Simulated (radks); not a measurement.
All-electron atom: Gd10+ in [Kr] 4d10 4f5 5s2 5p1 (the NIST ground configuration).

Method: Dirac Kohn-Sham, PBEsol, spin-unpolarised, spherical densities, finite nucleus; open shells fill j = l - 1/2 first; Fermi nuclear charge, rms radius 5.1569 fm; computed with a radial shooting solver on a logarithmic mesh with Libxc functionals.

Energy parts (hartree):
total: -11247.5843
kinetic: 12265.5409
electron-nucleus: -27299.1907
Hartree: 4026.0902
exchange-correlation: -240.0247

Orbitals (lengths in bohr, moments of r in powers of bohr; <r^-3> diverges for s and p1/2; r(max) is where P^2 peaks):
[
 {"orbital": "1s1/2", "occ.": "2", "eigenvalue (hartree)": "-1844.539", "r(max)": "0.01392", "<r^-3>": "-", "<1/r>": "71.62", "<r^4>": "1.143e-06"},
 {"orbital": "2s1/2", "occ.": "2", "eigenvalue (hartree)": "-309.6380", "r(max)": "0.07920", "<r^-3>": "-", "<1/r>": "17.09", "<r^4>": "0.0001811"},
 {"orbital": "2p1/2", "occ.": "2", "eigenvalue (hartree)": "-294.3914", "r(max)": "0.05982", "<r^-3>": "-", "<1/r>": "17.07", "<r^4>": "0.0001120"},
 {"orbital": "2p3/2", "occ.": "4", "eigenvalue (hartree)": "-268.8340", "r(max)": "0.06565", "<r^-3>": "9900", "<1/r>": "15.08", "<r^4>": "0.0001470"},
 {"orbital": "3s1/2", "occ.": "2", "eigenvalue (hartree)": "-73.48737", "r(max)": "0.2246", "<r^-3>": "-", "<1/r>": "6.229", "<r^4>": "0.007033"},
 {"orbital": "3p1/2", "occ.": "2", "eigenvalue (hartree)": "-66.87055", "r(max)": "0.2117", "<r^-3>": "-", "<1/r>": "6.145", "<r^4>": "0.006391"},
 {"orbital": "3p3/2", "occ.": "4", "eigenvalue (hartree)": "-61.62692", "r(max)": "0.2240", "<r^-3>": "2099", "<1/r>": "5.643", "<r^4>": "0.007833"},
 {"orbital": "3d3/2", "occ.": "4", "eigenvalue (hartree)": "-50.17976", "r(max)": "0.1780", "<r^-3>": "352.7", "<1/r>": "5.521", "<r^4>": "0.005667"},
 {"orbital": "3d5/2", "occ.": "6", "eigenvalue (hartree)": "-49.03692", "r(max)": "0.1814", "<r^-3>": "313.5", "<1/r>": "5.396", "<r^4>": "0.006036"},
 {"orbital": "4s1/2", "occ.": "2", "eigenvalue (hartree)": "-19.63649", "r(max)": "0.5149", "<r^-3>": "-", "<1/r>": "2.621", "<r^4>": "0.1683"},
 {"orbital": "4p1/2", "occ.": "2", "eigenvalue (hartree)": "-17.04956", "r(max)": "0.5187", "<r^-3>": "-", "<1/r>": "2.519", "<r^4>": "0.1892"},
 {"orbital": "4p3/2", "occ.": "4", "eigenvalue (hartree)": "-15.85918", "r(max)": "0.5446", "<r^-3>": "478.2", "<1/r>": "2.350", "<r^4>": "0.2296"},
 {"orbital": "4d3/2", "occ.": "4", "eigenvalue (hartree)": "-11.57728", "r(max)": "0.5505", "<r^-3>": "69.39", "<1/r>": "2.148", "<r^4>": "0.3077"},
 {"orbital": "4d5/2", "occ.": "6", "eigenvalue (hartree)": "-11.35756", "r(max)": "0.5587", "<r^-3>": "60.97", "<1/r>": "2.107", "<r^4>": "0.3261"},
 {"orbital": "5s1/2", "occ.": "2", "eigenvalue (hartree)": "-7.08383", "r(max)": "1.123", "<r^-3>": "-", "<1/r>": "1.147", "<r^4>": "3.359"},
 {"orbital": "5p1/2", "occ.": "1", "eigenvalue (hartree)": "-6.21664", "r(max)": "1.185", "<r^-3>": "-", "<1/r>": "1.072", "<r^4>": "4.315"},
 {"orbital": "4f5/2", "occ.": "5", "eigenvalue (hartree)": "-6.21209", "r(max)": "0.5419", "<r^-3>": "10.32", "<1/r>": "1.721", "<r^4>": "0.7175"},
 {"orbital": "4f7/2", "occ.": "0", "eigenvalue (hartree)": "-6.17669", "r(max)": "0.5457", "<r^-3>": "10.02", "<1/r>": "1.707", "<r^4>": "0.7359"},
 {"orbital": "5p3/2", "occ.": "0", "eigenvalue (hartree)": "-5.95569", "r(max)": "1.236", "<r^-3>": "106.3", "<1/r>": "1.021", "<r^4>": "5.028"},
 {"orbital": "5d3/2", "occ.": "0", "eigenvalue (hartree)": "-4.60501", "r(max)": "1.397", "<r^-3>": "14.03", "<1/r>": "0.8863", "<r^4>": "8.706"},
 {"orbital": "5d5/2", "occ.": "0", "eigenvalue (hartree)": "-4.56054", "r(max)": "1.413", "<r^-3>": "12.46", "<1/r>": "0.8762", "<r^4>": "9.053"},
 {"orbital": "6s1/2", "occ.": "0", "eigenvalue (hartree)": "-3.64986", "r(max)": "2.154", "<r^-3>": "-", "<1/r>": "0.6312", "<r^4>": "34.83"}
]

The highest occupied level is 4f5/2 at -169.04 eV. The density falls to 0.001 e/bohr^3 at r = 2.41 bohr. Summed over all electrons, <r^2> = 16.58 bohr^2, which gives a Langevin (diamagnetic) susceptibility term of -13.1 x 10^-6 cm^3/mol. The electron density at the nucleus is 6.279e+05 e/bohr^3.
